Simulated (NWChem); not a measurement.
System: GeHCl3; SMILES [Cl][GeH]([Cl])[Cl]

Parts of the log:

```
             Northwest Computational Chemistry Package (NWChem) 7.3.0
             --------------------------------------------------------

                             Geometry "geometry" -> ""
                             -------------------------

 Output coordinates in angstroms (scale by  1.889725989 to convert to a.u.)

  No.       Tag          Charge          X              Y              Z
 ---- ---------------- ---------- -------------- -------------- --------------
    1 Ge                  32.0000     0.00000000     0.00000000     0.43516500
    2 Cl                  17.0000    -0.48953900     1.94109400    -0.31284200
    3 Cl                  17.0000     1.92580600    -0.54659400    -0.31284200
    4 Cl                  17.0000    -1.43626700    -1.39450000    -0.31284200
    5 H                    1.0000     0.00000000     0.00000000     1.96159500

 Effective nuclear repulsion energy (a.u.)     556.4354782254

                                 NWChem DFT Module
                                 -----------------

 Summary of "ao basis" -> "ao basis" (spherical)
 ------------------------------------------------------------------------------
       Tag                 Description            Shells   Functions and Types
 ---------------- ------------------------------  ------  ---------------------
 Ge                          6-31g*                 12       32   5s4p3d
 Cl                          6-31g*                  8       18   4s3p1d
 H                           6-31g*                  2        2   2s

            General Information
            -------------------
          SCF calculation type: DFT
          Wavefunction type:  closed shell.
          No. of atoms     :     5
          No. of electrons :    84
           Alpha electrons :    42
            Beta electrons :    42
          Charge           :     0
          Spin multiplicity:     1
          Use of symmetry is: off; symmetry adaption is: off
          Maximum number of iterations: 150
          AO basis - number of functions:    88
                     number of shells:    38
          Convergence on energy requested:  1.00D-06
          Convergence on density requested:  1.00D-05
          Convergence on gradient requested:  5.00D-04

              XC Information
              --------------
                      r^2SCAN Method XC Functional
               r^2SCAN metaGGA Exchange Functional  1.000
                     r^2SCAN Correlation Potential  1.000

             Grid Information
             ----------------
          Grid used for XC integration:  medium
          Radial quadrature: Mura-Knowles
          Angular quadrature: Lebedev.
          Tag              B.-S. Rad. Rad. Pts. Rad. Cut. Ang. Pts.
          ---              ---------- --------- --------- ---------
          Ge                  1.25      112           8.0       590
          Cl                  1.00       88          10.0       590
          H                   0.35       45           9.0       434
          Grid pruning is: on
          Number of quadrature shells:   421
          Spatial weights used:  Erf1

      Superposition of Atomic Density Guess
      -------------------------------------

 Sum of atomic energies:       -3453.87141716

      Non-variational initial energy
      ------------------------------

 Total energy =   -3454.663870
 1-e energy   =   -5910.699978
 2-e energy   =    1899.600629
 HOMO         =      -0.397360
 LUMO         =       0.009303

   convergence    iter        energy       DeltaE   RMS-Dens  Diis-err
 ---------------- ----- ----------------- --------- --------- ---------
 d= 0,ls=0.0,diis     1  -3457.7932451867 -4.01D+03  2.29D-02  6.04D-01
 d= 0,ls=0.0,diis     2  -3457.6883810873  1.05D-01  1.41D-02  1.28D+00
 d= 0,ls=0.0,diis     3  -3457.8810227969 -1.93D-01  1.04D-03  4.03D-02
 d= 0,ls=0.0,diis     4  -3457.8832717691 -2.25D-03  4.83D-04  5.84D-03
 d= 0,ls=0.0,diis     5  -3457.8837087466 -4.37D-04  8.51D-05  4.54D-05
  Resetting Diis
 d= 0,ls=0.0,diis     6  -3457.8837123647 -3.62D-06  2.43D-05  2.96D-06
 d= 0,ls=0.0,diis     7  -3457.8837127562 -3.92D-07  1.25D-05  2.13D-07
 d= 0,ls=0.0,diis     8  -3457.8837127408  1.55D-08  7.30D-06  3.18D-07

         Total DFT energy =    -3457.883712740773
      One electron energy =    -5909.325328701835
           Coulomb energy =     2059.153827510159
    Exchange-Corr. energy =     -164.147689774481
 Nuclear repulsion energy =      556.435478225384

 Numeric. integr. density =       83.999996742334

                       DFT Final Molecular Orbital Analysis
                       ------------------------------------

 Vector   40  Occ=2.000000D+00  E=-3.156080D-01
              MO Center=  6.2D-01,  2.5D-01, -2.6D-01, r^2= 4.7D+00
   Bfn.  Coefficient  Atom+Function         Bfn.  Coefficient  Atom+Function
  ----- ------------  ---------------      ----- ------------  ---------------
    59      0.422633  3 Cl pz                41     -0.336842  2 Cl pz
    57      0.282088  3 Cl px                63      0.228296  3 Cl pz
    39      0.212702  2 Cl px                75      0.208320  4 Cl px
    40     -0.204927  2 Cl py                45     -0.181947  2 Cl pz
    55     -0.165143  3 Cl pz                58     -0.159841  3 Cl py

 Vector   41  Occ=2.000000D+00  E=-3.156078D-01
              MO Center= -6.3D-01, -2.5D-01, -2.6D-01, r^2= 4.7D+00
   Bfn.  Coefficient  Atom+Function         Bfn.  Coefficient  Atom+Function
  ----- ------------  ---------------      ----- ------------  ---------------
    77      0.438525  4 Cl pz                41     -0.293947  2 Cl pz
    76     -0.260404  4 Cl py                40     -0.256044  2 Cl py
    81      0.236875  4 Cl pz                75     -0.202418  4 Cl px
    58     -0.186646  3 Cl py                73     -0.171353  4 Cl pz
    57     -0.164869  3 Cl px                45     -0.158780  2 Cl pz

 Vector   42  Occ=2.000000D+00  E=-3.059851D-01
              MO Center= -5.1D-05, -2.0D-05, -3.1D-01, r^2= 5.2D+00
   Bfn.  Coefficient  Atom+Function         Bfn.  Coefficient  Atom+Function
  ----- ------------  ---------------      ----- ------------  ---------------
    39      0.424011  2 Cl px                58     -0.420663  3 Cl py
    76      0.313748  4 Cl py                75     -0.304622  4 Cl px
    43      0.229027  2 Cl px                62     -0.227220  3 Cl py
    80      0.169469  4 Cl py                35     -0.165186  2 Cl px
    54      0.163882  3 Cl py                79     -0.164540  4 Cl px

 Vector   43  Occ=0.000000D+00  E=-8.585606D-02
              MO Center=  3.0D-06,  3.5D-06,  9.3D-02, r^2= 4.3D+00
   Bfn.  Coefficient  Atom+Function         Bfn.  Coefficient  Atom+Function
  ----- ------------  ---------------      ----- ------------  ---------------
    10      1.086914  1 Ge s                 14     -0.412918  1 Ge s
    88      0.341172  5 H  s                 40     -0.325117  2 Cl py
    57     -0.322556  3 Cl px                44     -0.319321  2 Cl py
    61     -0.316806  3 Cl px                13      0.289407  1 Ge pz
     6     -0.282152  1 Ge s                 75      0.240562  4 Cl px

 Vector   44  Occ=0.000000D+00  E=-2.370465D-02
              MO Center=  1.4D-02,  4.3D-02,  5.0D-01, r^2= 4.2D+00
   Bfn.  Coefficient  Atom+Function         Bfn.  Coefficient  Atom+Function
  ----- ------------  ---------------      ----- ------------  ---------------
    11      0.713686  1 Ge px                15      0.698784  1 Ge px
    78      0.505684  4 Cl s                 12      0.418540  1 Ge py
    16      0.409795  1 Ge py                60     -0.360137  3 Cl s
    80      0.267212  4 Cl py                43     -0.248808  2 Cl px
    62     -0.231670  3 Cl py                81      0.213511  4 Cl pz

 Vector   45  Occ=0.000000D+00  E=-2.370371D-02
              MO Center= -1.4D-02, -4.3D-02,  5.0D-01, r^2= 4.2D+00
   Bfn.  Coefficient  Atom+Function         Bfn.  Coefficient  Atom+Function
  ----- ------------  ---------------      ----- ------------  ---------------
    12      0.713686  1 Ge py                16      0.698780  1 Ge py
    42     -0.499879  2 Cl s                 11     -0.418537  1 Ge px
    15     -0.409795  1 Ge px                60      0.375988  3 Cl s
    44      0.327249  2 Cl py                61     -0.277670  3 Cl px
    79      0.221209  4 Cl px                40      0.212104  2 Cl py

     Multipole analysis of the density
     ---------------------------------

     L   x y z        total         alpha         beta         nuclear
     -   - - -        -----         -----         ----         -------
     0   0 0 0     -0.000000    -42.000000    -42.000000     84.000000

     1   1 0 0      0.000002      0.000001      0.000001      0.000000
     1   0 1 0      0.000002      0.000001      0.000001      0.000000
     1   0 0 1      0.673742      0.401185      0.401185     -0.128628

     2   2 0 0    -42.678421   -203.804672   -203.804672    364.930923
     2   1 1 0      0.000009      0.000032      0.000032     -0.000054
     2   1 0 1     -0.000004     -0.000002     -0.000002     -0.000000
     2   0 2 0    -42.678415   -203.804702   -203.804702    364.930990
     2   0 1 1     -0.000011     -0.000005     -0.000005     -0.000000
     2   0 0 2    -39.476734    -46.341056    -46.341056     53.205378

[...]

                         DFT ENERGY GRADIENTS

    atom               coordinates                        gradient
                 x          y          z           x          y          z
   1 Ge      0.000000   0.000000   0.822343   -0.000002  -0.000002  -0.000064
   2 Cl     -0.925095   3.668136  -0.591186    0.000389  -0.001536   0.000287
   3 Cl      3.639246  -1.032913  -0.591186   -0.001524   0.000433   0.000287
   4 Cl     -2.714151  -2.635223  -0.591186    0.001136   0.001104   0.000287
   5 H       0.000000   0.000000   3.706877    0.000001   0.000001  -0.000797
```

Level: r2SCAN/6-31G* (spherical d). All runs use the structure optimised with PBE0/def2-SVP.

Problem. Which NWChem input produces such a log?

Solution. Several could match; the one computed here: the input that was run:
```
start job
memory heap 200 mb stack 900 mb global 1100 mb
geometry units angstroms noautosym nocenter noautoz
  Ge     0.000000     0.000000     0.435165
  Cl    -0.489539     1.941094    -0.312842
  Cl     1.925806    -0.546594    -0.312842
  Cl    -1.436267    -1.394500    -0.312842
  H      0.000000     0.000000     1.961595
end
basis spherical
  * library 6-31g*
end
dft
  xc r2scan
  iterations 150
end
task dft gradient
```
